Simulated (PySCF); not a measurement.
A geometry optimisation, step by step.

C2H8BNSi.
SMILES with atom numbers: `[CH:1]#[C:2][SiH2:3][BH2-:4][NH3+:5]` (hydrogens: H6 on C1; H7, H8 on Si3; H9, H10 on B4; H11, H12, H13 on N5)
Bond orders are those of one Lewis drawing.

Method: PySCF 2.14.0, PBE0-D3(BJ)/def2-SVP geometry optimisation, gas phase; density fitting, grid level 1; the optimiser is geomeTRIC in internal coordinates, started from a GFN2-xTB structure with every atom displaced at random (about 0.01 Å). The frame can shift and turn from step to step; on so coarse a grid that alone can change the energy by a few meV, and forces under 0.02 eV/Å are noise.

Step 0: E = -12232.4667 eV, largest atomic force 3.562 eV/Å
```
atom  x, y, z in Å  |  force x, y, z in eV/Å
C1      2.101   -1.371   -0.559   -1.415   3.130   0.941
C2      1.658   -0.272   -0.225    0.234  -0.848  -0.130
Si3     0.712    1.266    0.317    1.889   0.044  -0.119
B4     -1.059    0.589    0.682   -1.940  -0.814  -0.129
N5     -1.294   -0.678   -0.384   -0.065   0.868   0.601
H6      2.516   -2.252   -0.863    1.082  -2.260  -0.735
H7      0.957    2.158   -0.843   -0.194   0.293  -0.309
H8      1.597    1.852    1.380   -0.263   0.002   0.145
H9     -1.990    1.349    0.475    0.063   0.201  -0.077
H10    -1.220    0.096    1.779    0.307  -0.049   0.204
H11    -2.089   -1.252   -0.096    0.173   0.066  -0.106
H12    -0.417   -1.209   -0.357   -0.008  -0.278  -0.364
H13    -1.465   -0.292   -1.317    0.137  -0.355   0.077
```

Step 1: E = -12232.6868 eV, largest atomic force 1.150 eV/Å
```
atom  x, y, z in Å  |  force x, y, z in eV/Å
C1      2.034   -1.359   -0.683    0.571  -0.988  -0.141
C2      1.738   -0.280   -0.201   -0.370   0.553  -0.010
Si3     0.816    1.264    0.317   -0.140  -0.107   0.073
B4     -1.067    0.580    0.666    0.014   0.078   0.028
N5     -1.305   -0.668   -0.327    0.002  -0.085   0.001
H6      2.439   -2.307   -1.039   -0.260   0.473   0.098
H7      0.990    2.213   -0.834    0.066   0.013   0.007
H8      1.508    1.859    1.498    0.080   0.031   0.013
H9     -1.943    1.398    0.447   -0.024   0.080  -0.069
H10    -1.155    0.138    1.800    0.105  -0.044   0.045
H11    -2.108   -1.216   -0.017    0.033  -0.036  -0.089
H12    -0.469   -1.273   -0.349   -0.046   0.033   0.029
H13    -1.473   -0.369   -1.289   -0.032  -0.001   0.016
```

Step 2: E = -12232.7044 eV, largest atomic force 0.304 eV/Å
```
atom  x, y, z in Å  |  force x, y, z in eV/Å
C1      2.055   -1.365   -0.670    0.160   0.057   0.223
C2      1.729   -0.279   -0.206   -0.134  -0.121  -0.245
Si3     0.807    1.260    0.315   -0.019  -0.034   0.069
B4     -1.074    0.582    0.668   -0.066   0.055   0.023
N5     -1.317   -0.667   -0.331    0.011   0.002   0.016
H6      2.464   -2.298   -1.023   -0.068   0.056  -0.031
H7      0.999    2.211   -0.833    0.026   0.012   0.005
H8      1.519    1.850    1.491    0.016   0.005  -0.010
H9     -1.949    1.408    0.452    0.018   0.001  -0.028
H10    -1.142    0.134    1.803    0.062  -0.019  -0.009
H11    -2.116   -1.226   -0.031   -0.003  -0.024  -0.022
H12    -0.480   -1.266   -0.358    0.002   0.004   0.009
H13    -1.492   -0.363   -1.290   -0.005   0.008  -0.001
```

Step 3: E = -12232.7130 eV, largest atomic force 0.353 eV/Å
```
atom  x, y, z in Å  |  force x, y, z in eV/Å
C1      2.074   -1.372   -0.648   -0.009   0.282   0.212
C2      1.713   -0.284   -0.217   -0.059  -0.149  -0.176
Si3     0.796    1.256    0.309    0.076   0.026   0.043
B4     -1.082    0.586    0.670   -0.072   0.018   0.006
N5     -1.326   -0.661   -0.336   -0.006   0.021   0.003
H6      2.487   -2.298   -0.996    0.042  -0.155  -0.076
H7      1.004    2.212   -0.832   -0.006   0.002   0.002
H8      1.528    1.836    1.480   -0.014  -0.007  -0.005
H9     -1.957    1.413    0.462    0.018  -0.029   0.007
H10    -1.125    0.126    1.802    0.013   0.003  -0.017
H11    -2.117   -1.235   -0.045   -0.010   0.000   0.014
H12    -0.483   -1.250   -0.370    0.017  -0.013  -0.007
H13    -1.507   -0.348   -1.291    0.011   0.003  -0.006
```

Step 4: E = -12232.7167 eV, largest atomic force 0.197 eV/Å
```
atom  x, y, z in Å  |  force x, y, z in eV/Å
C1      2.096   -1.377   -0.627   -0.035   0.172   0.089
C2      1.703   -0.288   -0.231   -0.024  -0.075  -0.076
Si3     0.791    1.253    0.303    0.080   0.029   0.012
B4     -1.088    0.588    0.671   -0.018  -0.007  -0.012
N5     -1.337   -0.654   -0.342    0.007   0.012  -0.010
H6      2.516   -2.304   -0.966    0.039  -0.107  -0.033
H7      1.005    2.215   -0.833   -0.018  -0.004  -0.002
H8      1.533    1.823    1.472   -0.019  -0.010   0.003
H9     -1.963    1.416    0.473   -0.002  -0.021   0.021
H10    -1.111    0.118    1.799   -0.018   0.008  -0.006
H11    -2.124   -1.234   -0.052   -0.006   0.013   0.021
H12    -0.492   -1.241   -0.385    0.002  -0.008  -0.004
H13    -1.524   -0.334   -1.293    0.010  -0.001  -0.004
```

Step 5: E = -12232.7179 eV, largest atomic force 0.037 eV/Å
```
atom  x, y, z in Å  |  force x, y, z in eV/Å
C1      2.105   -1.379   -0.617   -0.007   0.025   0.006
C2      1.698   -0.290   -0.241   -0.008  -0.005  -0.015
Si3     0.791    1.252    0.298    0.034   0.015   0.001
B4     -1.089    0.588    0.670    0.020  -0.008  -0.014
N5     -1.340   -0.650   -0.346    0.004   0.001  -0.011
H6      2.529   -2.311   -0.947    0.008  -0.020   0.003
H7      1.001    2.218   -0.835   -0.011  -0.004  -0.001
H8      1.535    1.816    1.469   -0.007  -0.006   0.003
H9     -1.966    1.415    0.481   -0.011  -0.007   0.015
H10    -1.106    0.114    1.797   -0.019   0.005   0.003
H11    -2.128   -1.229   -0.054   -0.003   0.010   0.009
H12    -0.497   -1.238   -0.392   -0.004  -0.003   0.003
H13    -1.530   -0.327   -1.296    0.004  -0.003  -0.001
```

Step 6: E = -12232.7181 eV, largest atomic force 0.030 eV/Å
```
atom  x, y, z in Å  |  force x, y, z in eV/Å
C1      2.109   -1.380   -0.614    0.006  -0.026  -0.013
C2      1.698   -0.290   -0.246   -0.002   0.015   0.002
Si3     0.793    1.253    0.296   -0.002   0.000  -0.001
B4     -1.088    0.588    0.670    0.025  -0.001  -0.008
N5     -1.342   -0.648   -0.347    0.004  -0.003  -0.004
H6      2.534   -2.314   -0.937   -0.005   0.013   0.010
H7      0.999    2.221   -0.836   -0.003  -0.001  -0.001
H8      1.537    1.813    1.468    0.001  -0.002   0.001
H9     -1.966    1.414    0.484   -0.009  -0.001   0.006
H10    -1.106    0.113    1.795   -0.009   0.002   0.003
H11    -2.132   -1.223   -0.053   -0.002   0.005   0.000
H12    -0.501   -1.240   -0.394   -0.005   0.000   0.005
H13    -1.531   -0.325   -1.297    0.002  -0.002   0.000
```

Step 7: E = -12232.7182 eV, largest atomic force 0.022 eV/Å
```
atom  x, y, z in Å  |  force x, y, z in eV/Å
C1      2.109   -1.380   -0.615    0.004  -0.021  -0.007
C2      1.698   -0.290   -0.249    0.003   0.010   0.002
Si3     0.795    1.253    0.295   -0.012  -0.004   0.000
B4     -1.086    0.589    0.669    0.013   0.003  -0.002
N5     -1.342   -0.648   -0.347    0.000  -0.003   0.001
H6      2.535   -2.316   -0.933   -0.004   0.012   0.005
H7      0.997    2.221   -0.837    0.001   0.001   0.000
H8      1.539    1.812    1.467    0.004   0.000  -0.001
H9     -1.965    1.414    0.485   -0.004   0.001   0.001
H10    -1.108    0.113    1.795   -0.001   0.000   0.001
H11    -2.135   -1.219   -0.052   -0.002   0.001  -0.003
H12    -0.503   -1.243   -0.391   -0.003   0.000   0.003
H13    -1.528   -0.326   -1.298    0.002  -0.001   0.000
```

Question: Summarise the path.

Answer: The energy falls by 5.80 kcal/mol from step 0 to step 7; nine tenths of that is first reached at step 2. It falls at every step. The largest force goes from 3.562 to 0.022 eV/Å. Among the bonds Si3–B4 changes most, from 1.931 to 2.030 Å; the atoms move by 0.072 Å rms after alignment.

Question: Follow the three bonds and two angles with the largest change from start to end.

Answer: 
```csv
step,E above end (kcal/mol),largest force (eV/Å),Si3–B4 (Å),C1–H6 (Å),B4–N5 (Å),Si3–B4–H10 (°),B4–Si3–H8 (°)
0,5.80,3.562,1.931,1.020,1.673,115.8,122.9
1,0.73,1.150,2.034,1.090,1.613,110.4,115.3
2,0.32,0.304,2.030,1.078,1.618,109.6,115.8
3,0.12,0.353,2.027,1.072,1.620,108.7,116.2
4,0.03,0.197,2.027,1.073,1.621,108.1,116.3
5,0.01,0.037,2.029,1.075,1.621,108.0,116.1
6,0.00,0.030,2.030,1.076,1.621,108.1,116.0
7,0.00,0.022,2.030,1.076,1.621,108.3,116.0
```

The cost below is that of the whole optimisation. The run took 37 s on Arm Neoverse V1, one thread, no GPU, on a shared host, and the process peaked at 0.46 GiB of memory.
